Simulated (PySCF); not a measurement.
Spectrum to structure. Level of theory: TDDFT PBE0/def2-SVPD, vertical, gas phase, core orbitals frozen in the response (PySCF 2.14.0, density-fitted response routines). Geometries: GFN2-xTB, one conformer each.

| state | E (eV) | λ (nm) | f |
| --- | --- | --- | --- |
| S1 | 7.07 | 175.3 | 0.021 |
| S2 | 7.52 | 164.8 | 0.039 |
| S3 | 7.64 | 162.2 | 0.021 |
| S4 | 7.79 | 159.1 | 0.047 |
| S5 | 7.97 | 155.5 | 0.0009 |
| S6 | 8.18 | 151.6 | 0.0033 |
| S7 | 8.22 | 150.8 | 0.0030 |
| S8 | 8.30 | 149.3 | 0.025 |

Orbital energies (eV): HOMO-3 -9.31, HOMO-2 -8.90, HOMO-1 -8.25, HOMO -7.79, LUMO 0.39, LUMO+1 0.94, LUMO+2 1.08.

**Question.** Which structure fits? All have the formula C4H9O2P.
A. `O=C(P(CO)C)C`
B. `C([P@@H](=O)C)C(=O)C`
C. `C[P@@](=O)(O)C1CC1`

**Answer.** C. Its S1, at 7.07 eV, is the highest among the candidates; the nearest of the others has S1 at 4.43 eV. S1 is HOMO→LUMO (96%). Löwdin shares by element: HOMO oxygen 54% or more, carbon 19% or more, phosphorus 13%; LUMO oxygen 24% or more, hydrogen 12% or more, carbon 10% or more, phosphorus 8% (atoms not listed hold the other 47%). At the same level the other candidates give, for their lowest levels:
- `CC(=O)P(C)CO`: 3.80 eV (f 0.009); 4.66 eV (f 0.019); 5.87 eV (f 0.026); 6.20 eV (f 0.047); 6.27 eV (f 0.027); T1 3.15 eV; HOMO -6.76, LUMO -1.26 eV
- `CC(=O)C[P@H](C)=O`: 4.43 eV (f 0.002); 6.03 eV (f 0.028); 6.09 eV (f 0.003); 6.98 eV (f 0.019); 7.54 eV (f 0.036); T1 3.85 eV; HOMO -7.58, LUMO -0.94 eV

Shape of the structure used: `[CH3:1][P@@:2](=[O:3])([OH:4])[CH:5]1[CH2:6][CH2:7]1`: C1–P2–C5–C6 -83°, H–O4–P2–C1 -125°.
Triplets come from the Tamm–Dancoff approximation.
